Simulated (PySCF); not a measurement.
A structure optimised at PBE-D3(BJ)/def2-SVP, used in a PySCF frequency run:

```xyz
13

Si    -0.1890     0.9355     0.0000
O      0.3820     0.2344     1.4088
C     -0.0761    -0.9958     1.9314
O      0.3820     0.2344    -1.4088
C     -0.0761    -0.9958    -1.9314
H     -1.6970     0.8278     0.0000
H      0.3396     2.3274     0.0000
H      0.1113    -1.0169     3.0254
H      0.4611    -1.8603     1.4785
H     -1.1698    -1.1493     1.7701
H     -1.1698    -1.1493    -1.7701
H      0.4611    -1.8603    -1.4785
H      0.1113    -1.0169    -3.0254
```

Q: Write its SMILES, formula and point group.

A: CO[SiH2]OC, C2H8O2Si, Cs

Q: What are its rotational constants (standard atomic weights)?

A: 6.3374, 2.6015, 2.0210 GHz
